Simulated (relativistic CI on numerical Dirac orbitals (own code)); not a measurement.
## Pt LXXVII: computed level list

Method of calculation: Dirac-Coulomb-Breit CI, orbitals from a KLI potential per configuration, model QED (radiative potential, 1s self-energy scaled to tabulated hydrogen-like ionisation energies), unscaled Slater integrals (own radial code, finite nucleus).

Configurations in the expansion: 1s2, 1s 2s, 1s 2p, 1s 3s, 1s 3p, 1s 3d, 1s 4s, 1s 4p, 1s 4d, 1s 4f, 1s 5s, 1s 5p, 1s 5d, 1s 5f, 1s 5g, 1s 6s, 1s 6p, 1s 6d, 2s2. Levels of other configurations are missing.

```csv
No.,Configuration,Term,J,E (eV),%,Lifetime (s)
1,1s2,1S,0,0.0,100,
2,1s 2s,3S,1,66205.1,100,5.28e-14
3,1s 2p,3P°,1,66328.7,67,6.60e-17
4,1s 2s,1S,0,66376.1,100,
5,1s 2p,3P°,0,66379.9,100,
6,1s 2p,3P°,2,68332.5,100,1.51e-14
7,1s 2p,1P°,1,68385.8,67,3.64e-17
8,1s 3s,3S,1,79100.2,100,2.33e-15
9,1s 3p,3P°,1,79132.9,67,2.15e-16
10,1s 3s,1S,0,79145.7,100,2.43e-15
11,1s 3p,3P°,0,79146.2,100,9.94e-16
12,1s 3p,3P°,2,79729.8,100,1.44e-15
13,1s 3d,3D,2,79739.4,60,3.78e-16
14,1s 3d,3D,1,79744.4,100,3.92e-16
15,1s 3p,1P°,1,79745.9,67,1.18e-16
16,1s 3d,3D,3,79906.5,100,4.41e-16
17,1s 3d,1D,2,79910.0,60,4.22e-16
18,1s 4s,3S,1,83511.6,100,3.54e-15
19,1s 4p,3P°,1,83524.7,67,5.04e-16
20,1s 4s,1S,0,83530.0,100,3.62e-15
21,1s 4p,3P°,0,83530.0,100,1.73e-15
22,1s 4p,3P°,2,83774.5,100,2.36e-15
23,1s 4d,3D,2,83778.6,60,8.58e-16
24,1s 4d,3D,1,83780.7,100,8.97e-16
25,1s 4p,1P°,1,83781.3,67,2.75e-16
26,1s 4d,3D,3,83849.5,100,1.02e-15
27,1s 4f,3F°,3,83849.7,57,1.94e-15
28,1s 4f,3F°,2,83850.7,100,1.94e-15
29,1s 4d,1D,2,83851.0,60,9.61e-16
30,1s 4f,3F°,4,83883.9,100,2.01e-15
31,1s 4f,1F°,3,83884.6,57,2.02e-15
32,1s 5s,3S,1,85514.2,100,5.71e-15
33,1s 5p,3P°,1,85520.7,67,9.74e-16
34,1s 5p,3P°,0,85523.3,100,2.97e-15
35,1s 5s,1S,0,85523.3,100,5.74e-15
36,1s 5p,3P°,2,85647.5,100,3.95e-15
37,1s 5d,3D,2,85649.6,60,1.63e-15
38,1s 5d,3D,1,85650.6,100,1.71e-15
39,1s 5p,1P°,1,85650.9,67,5.32e-16
40,1s 5d,3D,3,85685.9,100,1.96e-15
41,1s 5f,3F°,3,85686.0,57,3.70e-15
42,1s 5f,3F°,2,85686.5,100,3.70e-15
43,1s 5d,1D,2,85686.7,60,1.83e-15
44,1s 5f,3F°,4,85703.6,100,3.86e-15
45,1s 5g,3G,4,85703.6,55,6.47e-15
```

Energies count from the lowest computed level; ° marks odd parity; lifetimes are radiative, by E1, M1, E2, M2 decay to levels of this space only; some are left blank where a channel outside the calculation adds to the decay or the decay crosses a small, uncertain gap.

The mean weight of the leading LS term, summed over parents, in these 45 levels is 85 %, and that of the leading jj configuration (from the same eigenvectors) 100 %, so jj coupling describes them better and the LS labels are nominal.

At this charge energies of transitions that change n are usually good to better than 1 %, and those within a shell (Δn = 0) to a few per cent.

LS names give the leading component of a level, which can be under half, so a name can repeat, a term be missing and a line seem to break the LS rules.
